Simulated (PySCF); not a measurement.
ReOI2 (doublet). Computed with PySCF, UPBE0, basis Re def2-SVP with ECP60, O def2-SVP, I def2-SVP with ECP28 (scalar-relativistic core potentials, no spin–orbit coupling, density fitting).

Harmonic bands of its minimum:

```tsv
ω (cm⁻¹)	IR (km/mol)
52	0.0
101	0.6
171	1.3
198	2.6
265	34.4
1106	146
```

Problem. The central atom is Re. Infer the point group and assign the bands.

Solution. C2v. The modes span 3a1 + b1 + 2b2: 52 a1, 101 b1, 171 b2, 198 a1, 265 b2, 1106 a1. The computed geometry has Re–I 2.563 Å (×2), Re–O 1.646 Å; I–Re–I 124.3°, I–Re–O 117.8° (×2).

Other isomers or separated fragments may lie lower. Other spin states or occupations of the open shell can lie lower. No spin–orbit coupling is included, which matters more the heavier the element.
